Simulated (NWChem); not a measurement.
System: benzonitrile (C7H5N); SMILES N#Cc1ccccc1

NWChem input:

```
start job
memory heap 200 mb stack 900 mb global 1100 mb
geometry units angstroms noautosym nocenter noautoz
  N      0.000000     0.000000    -3.207836
  C      0.000000     0.000000    -2.048276
  C      0.000000     0.000000    -0.615020
  C      0.000000     1.215510     0.086557
  C      0.000000     1.209074     1.477390
  C      0.000000     0.000000     2.173251
  C      0.000000    -1.209074     1.477390
  C      0.000000    -1.215510     0.086557
  H      0.000000     2.156534    -0.466829
  H      0.000000     2.155411     2.022962
  H      0.000000     0.000000     3.265915
  H      0.000000    -2.155411     2.022962
  H      0.000000    -2.156534    -0.466829
end
basis spherical
  N library 6-31g*
  C library 6-31g*
  H library 6-31g*
end
dft
  xc hfexch
  iterations 150
end
property
  shielding 9 1 2 3 4 5 6 9 10 11
end
task dft property
```

Excerpt of the output:

```
             Northwest Computational Chemistry Package (NWChem) 7.3.0
             --------------------------------------------------------

                             Geometry "geometry" -> ""
                             -------------------------

 Output coordinates in angstroms (scale by  1.889725989 to convert to a.u.)

  No.       Tag          Charge          X              Y              Z
 ---- ---------------- ---------- -------------- -------------- --------------
    1 N                    7.0000     0.00000000     0.00000000    -3.20783600
    2 C                    6.0000     0.00000000     0.00000000    -2.04827600
    3 C                    6.0000     0.00000000     0.00000000    -0.61502000
    4 C                    6.0000     0.00000000     1.21551000     0.08655700
    5 C                    6.0000     0.00000000     1.20907400     1.47739000
    6 C                    6.0000     0.00000000     0.00000000     2.17325100
    7 C                    6.0000     0.00000000    -1.20907400     1.47739000
    8 C                    6.0000     0.00000000    -1.21551000     0.08655700
    9 H                    1.0000     0.00000000     2.15653400    -0.46682900
   10 H                    1.0000     0.00000000     2.15541100     2.02296200
   11 H                    1.0000     0.00000000     0.00000000     3.26591500
   12 H                    1.0000     0.00000000    -2.15541100     2.02296200
   13 H                    1.0000     0.00000000    -2.15653400    -0.46682900

 Effective nuclear repulsion energy (a.u.)     299.3755227374

  xc_inp: hfexch multiplicative factor not found.
                              NWChem Property Module
                              ----------------------

  itol2e modified to match energy
  convergence criterion.

                                 NWChem DFT Module
                                 -----------------

 Summary of "ao basis" -> "ao basis" (spherical)
 ------------------------------------------------------------------------------
       Tag                 Description            Shells   Functions and Types
 ---------------- ------------------------------  ------  ---------------------
 N                           6-31g*                  6       14   3s2p1d
 C                           6-31g*                  6       14   3s2p1d
 H                           6-31g*                  2        2   2s

  itol2e modified to match energy
  convergence criterion.

            General Information
            -------------------
          SCF calculation type: DFT
          Wavefunction type:  closed shell.
          No. of atoms     :    13
          No. of electrons :    54
           Alpha electrons :    27
            Beta electrons :    27
          Charge           :     0
          Spin multiplicity:     1
          Use of symmetry is: off; symmetry adaption is: off
          Maximum number of iterations: 150
          AO basis - number of functions:   122
                     number of shells:    58
          Convergence on energy requested:  1.00D-07
          Convergence on density requested:  1.00D-05
          Convergence on gradient requested:  5.00D-04

              XC Information
              --------------
                     Hartree-Fock (Exact) Exchange  1.000

      Superposition of Atomic Density Guess
      -------------------------------------

 Sum of atomic energies:        -320.40667998

      Non-variational initial energy
      ------------------------------

 Total energy =    -325.457585
 1-e energy   =   -1024.114455
 2-e energy   =     399.281348
 HOMO         =      -0.286932
 LUMO         =      -0.033483

[...]

          -----------------------------------------
          Chemical Shielding Tensors (GIAO, in ppm)
          -----------------------------------------

                                NWChem CPHF Module
                                ------------------

  scftype          =     RHF
  nclosed          =       27
  nopen            =        0
  variables        =     2565
  # of vectors     =        3
  tolerance        = 0.10D-03
  level shift      = 0.00D+00
  max iterations   =       50
  max subspace     =       30

 SCF residual:    2.2887601064392817E-005

Iterative solution of linear equations
  No. of variables     2565
  No. of equations        3
  Maximum subspace       30
        Iterations       50
       Convergence  1.0D-04

   iter   nsub   residual    time
   ----  ------  --------  ---------
     1      3    1.69D+00      98.6
     2      6    3.91D-01     102.1
     3      9    9.19D-02     105.5
     4     12    2.28D-02     108.9
     5     15    3.53D-03     112.4
     6     18    6.82D-04     115.8
     7     21    1.08D-04     119.2
     8     24    2.14D-05     122.6

      Atom:    1  N
        Diamagnetic
    337.4428     -0.0000     -0.0000
     -0.0000    338.2691      0.0000
     -0.0000      0.0000    343.6531

        Paramagnetic
   -507.9730     -0.0000      0.0000
     -0.0000   -476.9301     -0.0000
      0.0000     -0.0000   -106.6653

        Total Shielding Tensor
   -170.5302     -0.0000      0.0000
     -0.0000   -138.6610     -0.0000
      0.0000     -0.0000    236.9877

           isotropic =     -24.0678
          anisotropy =     391.5834

          Principal Components and Axis System
                 1           2           3
              236.9877   -170.5302   -138.6610

      1         0.0000      1.0000     -0.0000
      2        -0.0000     -0.0000      1.0000
      3         1.0000      0.0000     -0.0000

      Atom:    2  C
        Diamagnetic
    238.1585     -0.0000     -0.0000
     -0.0000    241.2744     -0.0000
     -0.0000     -0.0000    288.3612

        Paramagnetic
   -266.8904     -0.0000      0.0000
     -0.0000   -257.4547      0.0000
      0.0000      0.0000     22.0167

        Total Shielding Tensor
    -28.7319     -0.0000      0.0000
     -0.0000    -16.1803      0.0000
      0.0000      0.0000    310.3779

           isotropic =      88.4886
          anisotropy =     332.8340

          Principal Components and Axis System
                 1           2           3
              310.3779    -28.7319    -16.1803

      1         0.0000      1.0000     -0.0000
      2         0.0000     -0.0000      1.0000
      3         1.0000      0.0000      0.0000

      Atom:    3  C
        Diamagnetic
    234.7506      0.0000     -0.0000
      0.0000    262.7950     -0.0000
     -0.0000     -0.0000    270.8021

        Paramagnetic
    -46.5133     -0.0000     -0.0000
     -0.0000   -170.5044      0.0000
     -0.0000      0.0000   -290.9115

        Total Shielding Tensor
    188.2373     -0.0000     -0.0000
     -0.0000     92.2905     -0.0000
     -0.0000     -0.0000    -20.1093

           isotropic =      86.8062
          anisotropy =     152.1467

          Principal Components and Axis System
                 1           2           3
              188.2373     92.2905    -20.1093

      1         1.0000     -0.0000     -0.0000
      2        -0.0000      1.0000     -0.0000
      3        -0.0000     -0.0000      1.0000

      Atom:    4  C
        Diamagnetic
    237.7257      0.0000      0.0000
      0.0000    262.4923      5.8403
      0.0000      5.8403    268.4377

        Paramagnetic
    -47.6873      0.0000      0.0000
      0.0000   -280.9945     34.1918
      0.0000     34.1918   -242.4009

        Total Shielding Tensor
    190.0385      0.0000      0.0000
      0.0000    -18.5022     40.0321
      0.0000     40.0321     26.0367

           isotropic =      65.8577
          anisotropy =     186.2712

          Principal Components and Axis System
                 1           2           3
              190.0385     49.5766    -42.0421

      1         1.0000      0.0000      0.0000
      2         0.0000      0.5069      0.8620
      3         0.0000      0.8620     -0.5069

      Atom:    5  C
        Diamagnetic
    238.3657     -0.0000      0.0000
     -0.0000    262.7937     -3.3486
      0.0000     -3.3486    268.3273

        Paramagnetic
    -43.5297      0.0000      0.0000
      0.0000   -272.1122    -35.3460
      0.0000    -35.3460   -231.5335

        Total Shielding Tensor
    194.8360     -0.0000      0.0000
     -0.0000     -9.3185    -38.6947
      0.0000    -38.6947     36.7938

           isotropic =      74.1038
          anisotropy =     181.0984

          Principal Components and Axis System
                 1           2           3
              194.8360     58.7806    -31.3053

      1         1.0000      0.0000      0.0000
      2         0.0000     -0.4940      0.8694
      3         0.0000      0.8694      0.4940

      Atom:    6  C
        Diamagnetic
    238.8051      0.0000     -0.0000
      0.0000    268.9823     -0.0000
     -0.0000     -0.0000    261.6387

        Paramagnetic
    -44.1487     -0.0000      0.0000
     -0.0000   -219.1958     -0.0000
      0.0000     -0.0000   -303.9505

        Total Shielding Tensor
    194.6564     -0.0000      0.0000
     -0.0000     49.7864     -0.0000
      0.0000     -0.0000    -42.3117

           isotropic =      67.3770
          anisotropy =     190.9190

          Principal Components and Axis System
                 1           2           3
              194.6564     49.7864    -42.3117

      1         1.0000     -0.0000      0.0000
      2        -0.0000      1.0000     -0.0000
      3         0.0000     -0.0000      1.0000

      Atom:    7  H
        Diamagnetic
     19.3926     -0.0000      0.0000
     -0.0000     39.4579     -6.7618
      0.0000     -6.7618     29.6805

[...]
```

Level: Hartree-Fock/6-31G* (spherical d), GIAO. Geometry: optimised at PBE0/def2-SVP. The output numbers the shielded atoms by their place in the input's list. The printed shielding anisotropy is the first printed principal value minus the mean of the other two.
